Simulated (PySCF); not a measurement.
hydronium (H₃O), SMILES [OH3+], charge +1.

Geometry: B3LYP-D3(BJ)/def2-TZVPD.

Two levels are set side by side: PBE/def2-TZVPD (PySCF) and PBE0/def2-TZVPD (PySCF). Same geometry, gas phase. Differences are taken from unrounded values.

```tsv
quantity	PBE0	PBE	PBE minus PBE0
orbital gap (eV)	13.48	10.44	-3.04
highest occupied level (eV)	-20.68	-18.65	2.04
lowest empty level (eV)	-7.20	-8.20	-1.01
mean polarisability (bohr³)	6.5	6.7	0.2
```

Without exact exchange PBE keeps part of each electron's self-repulsion, which lifts occupied levels and narrows the gap. PBE's more diffuse valence density responds more strongly to a field. Differences between two approximate levels are no errors against the true value.

Rough cost on one machine, each run with all the roots and properties that it gave: PBE0 against PBE within a factor of 2.
